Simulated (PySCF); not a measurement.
## Correlation energy of O (oxygen, neutral)

[He] 2s2 2p4, high-spin 3P determinant. Calculation: PySCF 2.14, in jorge-DZP-DKH; the spin-free X2C one-electron Hamiltonian (Gaussian nucleus). Frozen: 1s2; 6 electrons correlated.

MP2 pair energies summed by pair of shells (mhartree):

```csv
pair,energy,share (%)
2p-2p,-45.55,46.4
2s-2p,-44.38,45.2
2s-2s,-8.23,8.4
```

Total MP2 correlation energy: -98.16 mhartree.

Same-spin part -24.42 and opposite-spin part -73.73 mhartree; SCS-MP2 scales them by 1/3 and 6/5 to -96.62 mhartree.

| level | correlation energy (mhartree) |
| --- | --- |
| CCSD | -112.88 |
| (T) | -1.14 |
| CCSD(T) | -114.02 |

Diagnostics: T1 = 0.0055, D1 = 0.0095, largest double amplitude 0.057.

Is a single reference adequate?

Yes: T1 lies below 0.03 and no double amplitude reaches 0.07.
